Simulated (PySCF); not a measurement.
Isomers of C3H12N2OSi2.

All values: PBE0/pcSseg-1 (PySCF) at GFN2-xTB geometries, gas phase, one conformer each.

Question: Rank by the highest IAO charge on any atom, highest value first.
A. `[CH3:1][NH:2][Si@@H:3]1[CH2:4][CH2:5][Si@@H:6]([OH:7])[NH:8]1` with C1–N2–Si3–C4 -71°, C5–Si6–O7–H 55°, N2–Si3–C4–C5 -141°, Si3–C4–C5–Si6 37°, C4–C5–Si6–O7 -151°, C5–Si6–N8–Si3 13°
B. `[CH3:1][C:2](=[O:3])[NH:4][Si@:5]([CH3:6])([NH2:7])[SiH3:8]` with C1–C2–N4–Si5 -179°, C2–N4–Si5–C6 -129°, N4–Si5–N7–H -67° and 161°
C. `[CH2:1]=[N:2][CH2:3][CH2:4][Si@@H:5]([NH2:6])[O:7][SiH3:8]` with C1–N2–C3–C4 121°, N2–C3–C4–Si5 175°, C3–C4–Si5–N6 -166°, C4–Si5–N6–H 167° and -54°, C4–Si5–O7–Si8 -55°
D. `[NH2:1][CH2:2][CH2:3][C:4](=[O:5])[Si@H:6]([NH2:7])[SiH3:8]` with H–N1–C2–C3 61° and -58°, N1–C2–C3–C4 -175°, C2–C3–C4–O5 18°, C3–C4–Si6–N7 -155°, C4–Si6–N7–H -77° and 58°

Answer: C (+1.248 e), A (+1.223 e), B (+0.992 e), D (+0.690 e).

Question: Rank by LUMO energy, lowest first.
A. `[NH2:1][CH2:2][CH2:3][C:4](=[O:5])[Si@H:6]([NH2:7])[SiH3:8]` with H–N1–C2–C3 61° and -58°, N1–C2–C3–C4 -175°, C2–C3–C4–O5 18°, C3–C4–Si6–N7 -155°, C4–Si6–N7–H -77° and 58°
B. `[CH3:1][NH:2][Si@@H:3]1[CH2:4][CH2:5][Si@@H:6]([OH:7])[NH:8]1` with C1–N2–Si3–C4 -71°, C5–Si6–O7–H 55°, N2–Si3–C4–C5 -141°, Si3–C4–C5–Si6 37°, C4–C5–Si6–O7 -151°, C5–Si6–N8–Si3 13°
C. `[CH3:1][C:2](=[O:3])[NH:4][Si@:5]([CH3:6])([NH2:7])[SiH3:8]` with C1–C2–N4–Si5 -179°, C2–N4–Si5–C6 -129°, N4–Si5–N7–H -67° and 161°
D. `[CH2:1]=[N:2][CH2:3][CH2:4][Si@@H:5]([NH2:6])[O:7][SiH3:8]` with C1–N2–C3–C4 121°, N2–C3–C4–Si5 175°, C3–C4–Si5–N6 -166°, C4–Si5–N6–H 167° and -54°, C4–Si5–O7–Si8 -55°

Answer: A (-1.17 eV), D (-0.09 eV), C (0.26 eV), B (1.02 eV).

Question: Rank by HOMO–LUMO gap, highest first.
A. `[CH3:1][C:2](=[O:3])[NH:4][Si@:5]([CH3:6])([NH2:7])[SiH3:8]` with C1–C2–N4–Si5 -179°, C2–N4–Si5–C6 -129°, N4–Si5–N7–H -67° and 161°
B. `[CH3:1][NH:2][Si@@H:3]1[CH2:4][CH2:5][Si@@H:6]([OH:7])[NH:8]1` with C1–N2–Si3–C4 -71°, C5–Si6–O7–H 55°, N2–Si3–C4–C5 -141°, Si3–C4–C5–Si6 37°, C4–C5–Si6–O7 -151°, C5–Si6–N8–Si3 13°
C. `[CH3:1][C:2](=[O:3])[N:4]([CH3:5])[SiH2:6][NH:7][SiH3:8]` with C1–C2–N4–C5 -1°, C2–N4–Si6–N7 -69°, N4–Si6–N7–Si8 -167°
D. `[NH2:1][CH2:2][CH2:3][C:4](=[O:5])[Si@H:6]([NH2:7])[SiH3:8]` with H–N1–C2–C3 61° and -58°, N1–C2–C3–C4 -175°, C2–C3–C4–O5 18°, C3–C4–Si6–N7 -155°, C4–Si6–N7–H -77° and 58°

Answer: B (7.63 eV), C (7.42 eV), A (7.12 eV), D (5.04 eV).

All values together:

```tsv
SMILES	μ (D)	HOMO (eV)	LUMO (eV)	lowest IAO charge (e)	highest IAO charge (e)	lowest Hirshfeld charge (e)	highest Hirshfeld charge (e)
CC(=O)N[Si@](C)(N)[SiH3]	3.91	-6.86	0.26	-0.839 (N)	+0.992 (Si)	-0.322 (N)	+0.378 (Si)
CN[Si@@H]1CC[Si@@H](O)N1	2.19	-6.62	1.02	-0.954 (N)	+1.223 (Si)	-0.336 (N)	+0.433 (Si)
CC(=O)N(C)[SiH2]N[SiH3]	3.37	-7.24	0.17	-0.939 (N)	+1.002 (Si)	-0.333 (N)	+0.382 (Si)
NCCC(=O)[Si@H](N)[SiH3]	2.25	-6.22	-1.17	-0.825 (N)	+0.690 (Si)	-0.316 (N)	+0.292 (Si)
C=NCC[Si@@H](N)O[SiH3]	1.60	-7.14	-0.09	-0.887 (O)	+1.248 (Si)	-0.321 (N)	+0.446 (Si)
```

Conformers: `[CH3:1][C:2](=[O:3])[NH:4][Si@:5]([CH3:6])([NH2:7])[SiH3:8]` with C1–C2–N4–Si5 -179°, C2–N4–Si5–C6 -129°, N4–Si5–N7–H -67° and 161°; `[CH3:1][NH:2][Si@@H:3]1[CH2:4][CH2:5][Si@@H:6]([OH:7])[NH:8]1` with C1–N2–Si3–C4 -71°, C5–Si6–O7–H 55°, N2–Si3–C4–C5 -141°, Si3–C4–C5–Si6 37°, C4–C5–Si6–O7 -151°, C5–Si6–N8–Si3 13°; `[CH3:1][C:2](=[O:3])[N:4]([CH3:5])[SiH2:6][NH:7][SiH3:8]` with C1–C2–N4–C5 -1°, C2–N4–Si6–N7 -69°, N4–Si6–N7–Si8 -167°; `[NH2:1][CH2:2][CH2:3][C:4](=[O:5])[Si@H:6]([NH2:7])[SiH3:8]` with H–N1–C2–C3 61° and -58°, N1–C2–C3–C4 -175°, C2–C3–C4–O5 18°, C3–C4–Si6–N7 -155°, C4–Si6–N7–H -77° and 58°; `[CH2:1]=[N:2][CH2:3][CH2:4][Si@@H:5]([NH2:6])[O:7][SiH3:8]` with C1–N2–C3–C4 121°, N2–C3–C4–Si5 175°, C3–C4–Si5–N6 -166°, C4–Si5–N6–H 167° and -54°, C4–Si5–O7–Si8 -55°.
